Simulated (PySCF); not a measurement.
## Vibration and rotation of TbCl

r²SCAN constants of TbCl, septet, about 8.5 electrons in the 4f shell (Mulliken), real f orbitals that mix terms (basis Tb x2c-SVPall, Cl x2c-SVPall; spin-free X2C with a Gaussian nucleus; PySCF 2.14; masses 158.9253 and 34.9689 u):

| Property | Result |
| --- | --- |
| ωe | 328.1 cm⁻¹ |
| ωexe | 0.874 cm⁻¹ |
| Be | 0.098265 cm⁻¹ |
| αe | 0.000382 cm⁻¹ |
| De to Tb (4f9 6s2) + Cl | 5.24 eV |

Task: What force constant and bond length do these constants imply?

Result: Reduced mass μred = 28.662 u; k = 5.8918×10⁻⁷·μred·ωe² (u, cm⁻¹, mdyn/Å) = 1.82 mdyn/Å; Re = √(16.8576/(μred·Be)) (u, cm⁻¹, Å) = 2.446 Å.

Task: Estimate the centrifugal constant D from the Kratzer relation and find the Dunham coefficient a1.

Result: D = 4Be³/ωe² = 3.53e-08 cm⁻¹; a1 = −1 − αeωe/(6Be²) = -3.16.

These are scalar-relativistic numbers at best; spin–orbit coupling would shift them, the dissociation energy most. The state is the lowest single determinant that the PBE0 search found; with open d or f shells the true ground state can be another one.
